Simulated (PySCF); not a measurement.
H3NSn, neutral, multiplicity 1. Atoms are numbered in the order given.

```xyz
5

Sn     0.0363    -0.3219     0.0000
H     -1.7510    -0.3949     0.0000
N     -0.0060     1.7062     0.0000
H     -0.8437     2.2684     0.0000
H      0.8238     2.2802     0.0000
```
Charge 0, spin multiplicity 1.

Geometry: B3LYP-D3(BJ)/def2-TZVP. The def2 effective core potentials stand for the cores of Sn; spin–orbit coupling is left out.

Computed with PySCF with CAM-B3LYP/def2-TZVPD.

Mulliken values depend strongly on the basis, most of all with diffuse functions as here. ESP charges are fitted to the potential on shells at 1.4 to 2.0 van der Waals radii. Atomic charges (e):

| atom | Mulliken | ESP fit |
|---|---|---|
| Sn1 | 0.34 | 0.23 |
| H2 | -0.14 | -0.11 |
| N3 | -0.60 | -0.70 |
| H4 | 0.20 | 0.29 |
| H5 | 0.20 | 0.28 |
